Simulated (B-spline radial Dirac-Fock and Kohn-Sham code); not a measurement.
**Relativistic shifts of the levels of Dy⁵⁴⁺**

System: the Dy⁵⁴⁺ ion in the configuration 1s2 2s2 2p6 3s2.

Both columns are ΔSCF binding energies of the configuration average from a radial finite-basis atomic code: non-relativistic Hartree-Fock with a point nucleus, and Dirac-Fock with a finite nucleus and the Coulomb interaction alone, averaged over the two j levels with weights 2j+1.

```
shell  Hartree-Fock (eV)  Dirac-Fock (eV)  shift (eV)  shift (%)
   1s            54751.7          58261.9    +3510.22      +6.41
   2s            12073.6          13054.9     +981.31      +8.13
   2p            11718.8          12079.6     +360.75      +3.08
   3s             4997.2           5303.5     +306.32      +6.13
```

Relativity binds 1s, 2s, 2p, 3s more strongly, among those listed most of all 2s in relative terms.

Values without a named source are computed, but for edge energies of neutral atoms, which are taken from tables.
